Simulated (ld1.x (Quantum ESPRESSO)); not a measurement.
**An all-electron radial function and its pseudo partner (carbon (C))**

Columns: radius, all-electron u(r) and pseudo u(r) of the 2s shell (level -13.64 eV) of carbon in the configuration [He] 2s2 2p2; LDA (PZ), scalar-relativistic, ultrasoft scheme, ld1.x (Quantum ESPRESSO) 7.5.

| r (bohr) | all-electron | pseudo |
| --- | --- | --- |
| 0.110 | 0.3417 | -0.1406 |
| 0.220 | 0.2903 | -0.2762 |
| 0.330 | 0.0984 | -0.4022 |
| 0.440 | -0.1231 | -0.5146 |
| 0.550 | -0.3269 | -0.6108 |
| 0.660 | -0.4952 | -0.6889 |
| 0.770 | -0.6239 | -0.7484 |
| 0.880 | -0.7152 | -0.7898 |
| 0.990 | -0.7738 | -0.8147 |
| 1.100 | -0.8053 | -0.8249 |
| 1.210 | -0.8152 | -0.8228 |
| 1.320 | -0.8085 | -0.8104 |
| 1.430 | -0.7894 | -0.7896 |
| 1.540 | -0.7613 | -0.7613 |
| 1.650 | -0.7271 | -0.7271 |
| 1.760 | -0.6889 | -0.6889 |
| 1.870 | -0.6485 | -0.6485 |
| 1.980 | -0.6071 | -0.6071 |
| 2.090 | -0.5657 | -0.5657 |
| 2.200 | -0.5252 | -0.5252 |
| 2.310 | -0.4859 | -0.4859 |
| 2.420 | -0.4482 | -0.4482 |
| 2.530 | -0.4124 | -0.4124 |
| 2.640 | -0.3786 | -0.3786 |
| 2.750 | -0.3470 | -0.3470 |
| 2.860 | -0.3174 | -0.3174 |

How many radial nodes do the two functions have?

The all-electron 2s function has n − l − 1 = 1; the pseudo-wave has 0, since the states of the same l below it are removed with the core.

At about which radius was the pseudo-wave matched?

1.50 bohr, where the columns begin to agree (steps of 0.11 bohr).

Is the pseudo-wave norm-conserving?

No, it belongs to an ultrasoft set: the norm inside the radius is not constrained, and the difference is carried by the augmentation charge.
